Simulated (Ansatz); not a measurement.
Stepwise reaction of `[SiH3][SiH2][SiH]1[CH2][AlH]1` with hydrogen, as a gas-phase model of exchange steps in deposition or etching. ΔE in kJ/mol.

Gas-phase electronic energies from Ansatz, PBE0-D4/def2-TZVP geometries. CBS: MP2 limit from def2 TZ/QZ plus the TZ coupled-cluster correction, frozen cores. This one scheme is used for every species. Functionals use def2-TZVPP. B3LYP here is the variant with VWN-RPA as its local correlation; programs differ in this. One conformer a species, not always the lowest.

```tsv
step	reaction	PBE-D4	B3LYP-D4	ωB97M-V	CCSD(T)/CBS
1	`[SiH3][SiH2][SiH]1[CH2][AlH]1` + H₂ → `[SiH3][SiH]1[CH2][AlH]1` + SiH₄	2.5	-12.7	-16.8	-10.7
```

Q: Give the row of step 2, `[SiH3][SiH]1[CH2][AlH]1` + H₂ → `[CH2]1[AlH][SiH2]1` + SiH₄. (An estimate is asked.)

A: Ansatz gave: 
```json
{"step": "2", "reaction": "`[SiH3][SiH]1[CH2][AlH]1` + H₂ → `[CH2]1[AlH][SiH2]1` + SiH₄", "PBE-D4": "9.7", "B3LYP-D4": "-5.9", "ωB97M-V": "-10.2", "CCSD(T)/CBS": "-3.5"}
```

Q: By hand: ΔE of the 2 steps together at CCSD(T)/CBS.

A: (-10.7) + (-3.5) = -14.2 kJ/mol, or -7.1 kJ/mol a step.

In ΔE each step is higher than the one before. PBE-D4 differs from CCSD(T)/CBS by 13.2 to 13.2 kJ/mol a step. Isolated molecules leave out the surface, adducts and barriers. Largest T1 diagnostic: 0.014.
